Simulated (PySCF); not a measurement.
`CCCCCCC`, C$_{7}$H$_{16}$

Geometry (Å), atoms numbered from 1 in this order:
```xyz
23

C    -3.821    0.373   -0.107
C    -2.546   -0.373    0.254
C    -1.277    0.365   -0.150
C     0.005   -0.374    0.207
C     1.273    0.364   -0.197
C     2.555   -0.375    0.160
C     3.817    0.370   -0.247
H    -4.720   -0.185    0.198
H    -3.889    0.545   -1.193
H    -3.860    1.359    0.383
H    -2.522   -0.563    1.342
H    -2.551   -1.370   -0.221
H    -1.297    0.556   -1.239
H    -1.268    1.363    0.325
H    -0.004   -1.372   -0.268
H     0.025   -0.564    1.296
H     1.283    1.362    0.278
H     1.253    0.555   -1.286
H     2.543   -1.372   -0.315
H     2.571   -0.566    1.248
H     3.844    0.544   -1.334
H     4.726   -0.190    0.023
H     3.875    1.355    0.244
```

Computed with TDDFT CAM-B3LYP/aug-cc-pVDZ excited states, vertical, gas phase (PySCF 2.14.0). Geometry: PBE0-D3(BJ)/def2-SVP.

Singlets 5 and 6, 6 and 7 lie within 0.01 eV of each other, so their separate moments and overlaps can depend on how they mix.

(1) How strongly do the lowest singlets absorb one photon, and two photons of half the energy?

Answers

(1) δ for parallel linear polarisation; σ at the peak of a Lorentzian of half width 0.1 eV, single beam; Ω is circular over linear.
| state | E (eV) | f | photon λ (nm) | δ (au) | σ (GM) | Ω | main |
| --- | --- | --- | --- | --- | --- | --- | --- |
| S1 | 8.04 | 0.006 | 308 | 1.02 | 0.02 | 1.50 | HOMO→LUMO 0.81, HOMO→LUMO+4 0.08 |
| S2 | 8.12 | 0.000 | 305 | 145 | 3.50 | 1.50 | HOMO−1→LUMO 0.65, HOMO−2→LUMO+1 0.13 |
| S3 | 8.19 | 0.000 | 303 | 0.87 | 0.02 | 1.50 | HOMO−2→LUMO 0.63, HOMO−1→LUMO+1 0.15 |
| S4 | 8.37 | 0.001 | 296 | 74.9 | 1.92 | 1.28 | HOMO→LUMO+1 0.58, HOMO−3→LUMO 0.19 |
| S5 | 8.48 | 0.000 | 292 | 3.61 | 0.10 | 1.50 | HOMO−5→LUMO 0.37, HOMO−2→LUMO+1 0.31 |
| S6 | 8.48 | 0.000 | 292 | 2.21 | 0.06 | 1.50 | HOMO→LUMO+3 0.90 |

Among these, the strongest one-photon state is S1, the strongest two-photon state S2, with a dipole change of 0.5 D (relaxed, norm of the difference vector).
